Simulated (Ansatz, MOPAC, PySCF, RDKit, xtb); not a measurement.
Torsion O1–C2–C3–O4 in C2H2O2 (SMILES O=CC=O); at each angle all else is relaxed with GFN2-xTB, and the levels are single points there.
Geometry at 180° (charge 0, multiplicity 1):
```xyz
6

O      1.459    -0.099    -0.929
C      0.755    -0.062     0.039
C     -0.755     0.062    -0.039
O     -1.459     0.099     0.929
H      1.143    -0.113     1.071
H     -1.143     0.113    -1.071
```

On the grid 0° to 180°, 80° is the highest and 180° the lowest point at MP2/CBS(cc-pVTZ, cc-pVQZ) + ΔCCSD(T)/cc-pVTZ.

Correlated levels freeze the cores. Rows in 3-21G, 6-31G* carry no dispersion term and start afresh at each structure (6-31G* with six Cartesian d functions). The state that PM6, PM7 reach isn't checked; PM7 holds dispersion and hydrogen-bond terms.

Codes used: Ansatz (a first-principles code) with Gaussian orbitals; MOPAC for PM6, PM7 (differences of heats of formation); PySCF for 3-21G rows, 6-31G* rows; RDKit for the force fields; xtb for the GFN methods. Values without a source in brackets are computed.

| level | energy at 80° less that at 180° (kJ/mol) |
|---|---|
| MMFF94 | 29.0 |
| PM6 | 5.7 |
| PM7 | 5.3 |
| GFN2-xTB | 7.0 |
| HF/3-21G | 42.4 |
| HF/6-31G* | 32.8 |
| HF/cc-pVDZ | 32.2 |
| B3LYP/def2-TZVPP | ? |
| CCSD/cc-pVTZ | 29.4 |

Problem. What belongs in the gaps?

Solution. 
- B3LYP/def2-TZVPP, energy at 80° less that at 180° (kJ/mol): 28.0
